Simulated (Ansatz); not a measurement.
Calculated with Ansatz (gas phase, PBE0-D4/def2-TZVP geometries, no zero-point term in ΔE). CCSD(T)/CBS is the MP2 limit (def2-TZVPP, def2-QZVPP) plus CCSD(T) − MP2 in def2-TZVPP, frozen cores. DFT in def2-TZVPP. For Ge outer-core shells are correlated without core-valence functions, which leaves a few kJ/mol of doubt a bond. Scalar relativity is left out up to krypton. Each species was taken in one conformer, which may not be the lowest.

`[CH3][GeH2][CH]=O` → `O=C[CH2][GeH3]`  (isomerisation)

```
             level  ΔE (kJ/mol)
         r2SCAN-D4        -16.5
           PBE0-D4        -17.5
    MP2/def2-TZVPP        -15.5
SCS-MP2/def2-QZVPP        -15.3
```

Question: What does CCSD(T)/CBS give? (Estimate.)

Answer: The calculation gave: -14.8 kJ/mol. The listed levels differ from it by -1.7, -2.7, -0.7, -0.5 kJ/mol.

Largest T1 diagnostic among the species: 0.013.

In def2-TZVPP, CCSD(T) changes the Hartree–Fock value by +6.7 kJ/mol (the triples alone add +0.4 kJ/mol) and MP2 by +4.2 kJ/mol. From PBE to PBE0 (25 % exact exchange), in def2-TZVPP and without D4, ΔE moves by −3.4 kJ/mol.
